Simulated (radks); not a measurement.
The numbers below are computed, except where a source is named.
Problem. Coherent X-ray form factor from a spherical all-electron density. Level of theory: scalar-relativistic Kohn-Sham, PBE, spin-polarised, spherical densities, finite nucleus; Fermi nuclear charge, rms radius of each element as measured or else 0.836 A^(1/3) + 0.57 fm (a radial shooting solver on a logarithmic mesh with Libxc functionals).

sin(theta)/lambda (1/angstrom)  f0 (electrons)
0.05                                    68.770
0.1                                     65.944
0.15                                    62.650
0.2                                     59.227
0.25                                    55.740
0.3                                     52.288
0.4                                     45.900
0.5                                     40.466
0.6                                     35.902
0.8                                     28.695
1                                       23.472
1.25                                    19.168
1.5                                     16.503
2                                       13.008

The species is in the configuration that NIST lists as its ground one. Which atom or ion scatters so?

Solution. Neutral ytterbium, [Kr] 4d10 4f14 5s2 5p(up 3, down 3) 6s2. Extrapolating in s^2 from the first two rows gives f0(0) = 69.7, near the electron count 70; among species with that count, the fall with angle is slower the higher Z, and the table is that of Z = 70; from so few rows the species is fixed only to a neighbour or two.
